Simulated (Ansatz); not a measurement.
Species: AlBr$_{3}$, SMILES `[Br][Al]([Br])[Br]` (charge 0, multiplicity 1).

Problem. Give a relaxed geometry from B3LYP-D3(BJ)/def2-TZVP in Ansatz (an electronic-structure program).

Solution. the end point of this relaxation (outside a Z-matrix the atoms follow the SMILES, hydrogens last).
Bond lengths (Å): Br1–Al2 2.239, Al2–Br3 2.239, Al2–Br4 2.239. Bond angles (°): Br1–Al2–Br3 120.0, Br1–Al2–Br4 120.0, Br3–Al2–Br4 120.0.
